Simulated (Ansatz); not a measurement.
Mulliken charges of C2H5AlBrCl (`C[CH2][Al]([Cl])[Br]`) from PBE/def2-TZVPP in Ansatz (PBE0-D4/def2-TZVP geometry).

| atom | x (Å) | y (Å) | z (Å) | charge (e) |
| --- | --- | --- | --- | --- |
| C1 | -0.426 | 0.113 | 1.295 | -0.238 |
| C2 | 0.355 | -0.579 | 0.179 | -0.266 |
| Al3 | 0.262 | 0.249 | -1.573 | 0.492 |
| Cl4 | 1.271 | -0.574 | -3.211 | -0.218 |
| Br5 | -0.925 | 2.127 | -1.943 | -0.211 |
| H6 | -1.492 | 0.169 | 1.067 | 0.088 |
| H7 | -0.321 | -0.419 | 2.245 | 0.084 |
| H8 | -0.082 | 1.137 | 1.453 | 0.088 |
| H9 | 0.023 | -1.618 | 0.055 | 0.091 |
| H10 | 1.419 | -0.657 | 0.436 | 0.091 |

**Question.** By hand: the dipole of these point charges (1 e Å = 4.8032 D).

**Answer.** Σ q r = (0.020, -0.201, 0.435) e Å, of length 0.480 e Å = 2.31 D.

**Question.** How does the dipole of the full density compare? (Best estimate.)

**Answer.** The calculation gave: (0.010, -0.171, 0.396) e Å, 2.07 D; the point charges give 1.12 times that, at 2° from its direction.

Point charges leave out the atoms' own dipoles, such as those of lone pairs, and Mulliken's split depends on the basis, so the close match here is no proof of good charges.
